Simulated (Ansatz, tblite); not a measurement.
Dissociation curve of Al2(mu-Me)2(Me)4, C₆H₁₈Al₂, singlet. The C7–H26 bond (C7 also carries Al, H, H; H26 carries nothing else) is stretched with both fragments frozen at the PBE0/def2-SVP optimised geometry.

Computed with: UKS-PBE = unrestricted PBE/def2-SVP run with Ansatz (a first-principles code); GFN2-xTB, 300 K electronic temperature (tblite); RKS-PBE0 = Ansatz with restricted PBE0/def2-SVP; RKS-B3LYP = restricted B3LYP/def2-SVP in Ansatz; UKS-B3LYP = unrestricted B3LYP/def2-SVP in Ansatz.

Energies are in kcal/mol, each relative to the lowest point of its own curve near equilibrium.

| R / Å | UKS-PBE | GFN2-xTB | RKS-PBE0 | RKS-B3LYP | UKS-B3LYP |
|---|---|---|---|---|---|
| 0.91 | 22.0 | (withheld) | 21.1 | 20.9 | 20.9 |
| 0.98 | 8.0 | (withheld) | 7.4 | 7.3 | 7.3 |
| 1.03 | 2.7 | 1.6 | 2.3 | 2.3 | 2.3 |
| 1.07 | (withheld) | (withheld) | 0.4 | 0.4 | 0.4 |
| 1.10 | 0.0 | 0.0 | 0.0 | 0.0 | 0.0 |
| 1.14 | (withheld) | (withheld) | 0.5 | 0.5 | 0.5 |
| 1.17 | 1.1 | 1.7 | 1.5 | 1.5 | 1.5 |
| 1.25 | 5.4 | 6.1 | 6.4 | 6.1 | 6.1 |
| 1.35 | 13.5 | 13.6 | 15.2 | 14.7 | 14.7 |
| 1.44 | 22.1 | 21.1 | 24.4 | 23.6 | 23.6 |
| 1.62 | 40.3 | 37.2 | 44.1 | 42.5 | 42.5 |
| 1.79 | 56.8 | 51.9 | 62.0 | 59.6 | 59.6 |
| 2.06 | 79.3 | 72.2 | 86.8 | 83.4 | 83.3 |
| 2.33 | 96.2 | 88.1 | 106.8 | 102.4 | 98.2 |
| 2.73 | 106.9 | 104.2 | 128.7 | 122.9 | 107.6 |
| 3.21 | 110.4 | 114.8 | 145.8 | 138.8 | 111.0 |

Fill in the missing entries.


- 0.91, GFN2-xTB: 17.9
- 0.98, GFN2-xTB: 5.8
- 1.07, UKS-PBE: 0.6
- 1.07, GFN2-xTB: 0.2
- 1.14, UKS-PBE: 0.3
- 1.14, GFN2-xTB: 0.7

The unrestricted solution behind UKS-PBE changes between 2.33 and 2.73 Å, which can leave a kink. The unrestricted determinant behind UKS-PBE is spin-contaminated at 2.33 to 3.21 Å (<S²> up to 1.0, against 0.00 for a pure singlet). The restricted form behind RKS-PBE0, RKS-B3LYP keeps the bonding electrons paired and can't separate into open-shell fragments. The unrestricted determinant behind UKS-B3LYP is spin-contaminated at 2.06 to 3.21 Å (<S²> up to 1.0, against 0.00 for a pure singlet).
